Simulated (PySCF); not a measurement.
Does the answer move with the share of exact exchange?

Species: C3H8BOP.
SMILES: `OB(P)C1CC1`

Torsions of this conformer, `[OH:1][B:2]([PH2:3])[CH:4]1[CH2:5][CH2:6]1`: O1–B2–C4–C5 -152°, H–O1–B2–P3 6°, H–P3–B2–O1 -141°, H–P3–B2–O1 -45°.

PySCF, pcSseg-1 basis, density fitting, gas phase, PBE0-D3(BJ)/def2-SVP geometry. One functional is left out:

```tsv
functional	exact exchange (%)	HOMO energy (eV)	LUMO energy (eV)	dipole moment (D)
B97-D	0	-6.00	-0.89	0.835
BLYP	0	-5.87	-0.88	0.802
BP86	0	-6.15	-1.11	0.883
LDA	0	-6.15	-1.25	0.944
OPBE	0	-6.02	-0.93	0.955
PBE	0	-6.04	-1.04	0.889
B3LYP	20	-6.98	-0.32	0.819
B97-2	21	-6.98	-0.13	0.877
mPW1PW91	25	-7.25	-0.13	0.892
BHandHLYP	50	-8.25	0.90	0.825
```

Question: Predict the row of PBE0 (25 % exact exchange) by straight lines through the other rows, and check it.

Answer: 
| property | line | computed | computed − line | mPW1PW91 (25 %), for comparison |
| --- | --- | --- | --- | --- |
| HOMO energy (eV) | -7.17 | -7.22 | -0.05 | -7.25 |
| LUMO energy (eV) | -0.07 | -0.12 | -0.05 | -0.13 |
| dipole moment (D) | 0.858 | 0.902 | +0.044 | 0.892 |

Question: Which of these properties follows the share of exact exchange most closely, and which least?

Answer: Most closely the HOMO energy, least the dipole moment; the correlations over the tabulated rows are HOMO energy -0.994, LUMO energy 0.984, dipole moment -0.354. The HOMO energy moves by -0.450 eV for every 10 %. Functionals with the same share still differ in their other parts: at 0 % BLYP and BP86 differ by 0.28 eV in it.
